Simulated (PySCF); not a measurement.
How methods differ on the ionisation energy of Br⁺

Br⁺ [Ar] 3d10 4s2 4p4 (3P) → Br²⁺ [Ar] 3d10 4s2 4p3 (4S), as a difference of total energies. All numbers are calculated (PySCF 2.14, scalar relativity through the core potential, in aug-cc-pwCVDZ-PP with ECP10MDF (6s5p4d1f, 48 functions)). Correlated levels: valence and next inner shell: nothing frozen outside the core potential. The calculations carry no spin-orbit coupling.

| method | ionisation energy (eV) | error (eV) |
| --- | --- | --- |
| UHF | 20.163 | -1.246 |
| MP2 (valence and next inner shell) | 20.716 | -0.693 |
| SCS-MP2 (valence and next inner shell) | 20.713 | -0.696 |
| CCSD (valence and next inner shell) | 20.721 | -0.688 |
| CCSD(T) (valence and next inner shell) | 20.741 | -0.668 |

Reference: 21.409 eV (measured; NIST levels, between the centres of gravity of the two terms).

Errors of the correlated levels include the incompleteness of this basis.
